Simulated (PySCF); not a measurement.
SMILES CC[Si@H]1OC[C@@H]1CF, C$_{5}$H$_{11}$FOSi

Molfile (atoms numbered from 1):
```
C5H11FOSi
     RDKit          3D

 19 19  0  0  0  0  0  0  0  0999 V2000
   -2.7315   -0.8035    0.1910 C   0  0  0  0  0  0  0  0  0  0  0  0
   -1.9759    0.3376   -0.4783 C   0  0  0  0  0  0  0  0  0  0  0  0
   -0.1561   -0.0755   -0.7968 Si  0  0  1  0  0  4  0  0  0  0  0  0
    0.6788    1.1288   -1.5732 O   0  0  0  0  0  0  0  0  0  0  0  0
    1.6979    1.2927   -0.5864 C   0  0  0  0  0  0  0  0  0  0  0  0
    1.1551    0.3943    0.5303 C   0  0  2  0  0  0  0  0  0  0  0  0
    2.1168   -0.6552    1.0337 C   0  0  0  0  0  0  0  0  0  0  0  0
    2.4979   -1.5006    0.0154 F   0  0  0  0  0  0  0  0  0  0  0  0
   -2.2901   -1.0492    1.1534 H   0  0  0  0  0  0  0  0  0  0  0  0
   -3.7738   -0.5353    0.3520 H   0  0  0  0  0  0  0  0  0  0  0  0
   -2.7009   -1.6934   -0.4315 H   0  0  0  0  0  0  0  0  0  0  0  0
   -2.4486    0.5625   -1.4342 H   0  0  0  0  0  0  0  0  0  0  0  0
   -2.0673    1.2392    0.1300 H   0  0  0  0  0  0  0  0  0  0  0  0
    0.0640   -1.3886   -1.3966 H   0  0  0  0  0  0  0  0  0  0  0  0
    1.7854    2.3498   -0.3329 H   0  0  0  0  0  0  0  0  0  0  0  0
    2.6451    0.9330   -0.9906 H   0  0  0  0  0  0  0  0  0  0  0  0
    0.7987    0.9715    1.3821 H   0  0  0  0  0  0  0  0  0  0  0  0
    3.0418   -0.2133    1.4253 H   0  0  0  0  0  0  0  0  0  0  0  0
    1.6528   -1.2857    1.7998 H   0  0  0  0  0  0  0  0  0  0  0  0
  1  2  1  0
  2  3  1  0
  3  4  1  0
  4  5  1  0
  5  6  1  0
  6  7  1  0
  7  8  1  0
  6  3  1  0
  1  9  1  0
  1 10  1  0
  1 11  1  0
  2 12  1  0
  2 13  1  0
  3 14  1  6
  5 15  1  0
  5 16  1  0
  6 17  1  1
  7 18  1  0
  7 19  1  0
M  END
```

Computed with TDDFT PBE0/def2-SVPD circular dichroism and optical rotation, one conformer, gas phase in PySCF. Geometry: GFN2-xTB.

The molecule is flexible and this is one conformer; a measurement averages over conformers. States above about 7.7 eV (minus the energy of the highest occupied orbital) lie near or above the ionisation threshold and depend on the basis.

(1) What are the CIP labels of the stereocentres?

(2) List the lowest 12 singlet excitations with oscillator and rotatory strengths.

Answers

(1) Si3 R, C6 R.

(2) Rotatory strengths R in 10⁻⁴⁰ esu² cm², velocity form and length form (origin at the centre of mass); f in length form.
| state | E (eV) | λ (nm) | f | R (velocity) | R (length) | main |
| --- | --- | --- | --- | --- | --- | --- |
| 1 | 6.28 | 197 | 0.003 | -29.2 | -28.1 | HOMO→LUMO 0.94 |
| 2 | 6.60 | 188 | 0.030 | -10.5 | -10.9 | HOMO−1→LUMO 0.98 |
| 3 | 7.28 | 170 | 0.007 | -10.9 | -11.1 | HOMO→LUMO+1 0.87 |
| 4 | 7.32 | 169 | 0.021 | -7.6 | -7.7 | HOMO−2→LUMO 0.88 |
| 5 | 7.39 | 168 | 0.004 | +9.4 | +7.9 | HOMO→LUMO+2 0.71, HOMO−1→LUMO+1 0.16 |
| 6 | 7.48 | 166 | 0.009 | -6.8 | -6.7 | HOMO−1→LUMO+1 0.71, HOMO→LUMO+2 0.18 |
| 7 | 7.62 | 163 | 0.021 | +10.3 | +9.8 | HOMO−1→LUMO+2 0.87 |
| 8 | 7.93 | 156 | 0.008 | -14.1 | -13.6 | HOMO−3→LUMO 0.87 |
| 9 | 7.99 | 155 | 0.040 | +21.8 | +21.9 | HOMO→LUMO+3 0.85 |
| 10 | 8.16 | 152 | 0.047 | -21.8 | -22.0 | HOMO−1→LUMO+3 0.78 |
| 11 | 8.19 | 151 | 0.006 | -20.5 | -19.6 | HOMO→LUMO+4 0.79, HOMO−1→LUMO+3 0.08 |
| 12 | 8.23 | 151 | 0.011 | +10.7 | +10.9 | HOMO−2→LUMO+1 0.54, HOMO−2→LUMO+2 0.40 |

Among the states computed, the strongest CD band (largest |R|) is state 1. The largest dissymmetry factor in size, g = 4R/(D+G), with D and G the electric and magnetic dipole strengths, is -0.078 for state 1 (velocity form, f = 0.004), among bands with |R| over 0.5. The mirror image has the same energies and oscillator strengths and all R with the opposite sign.
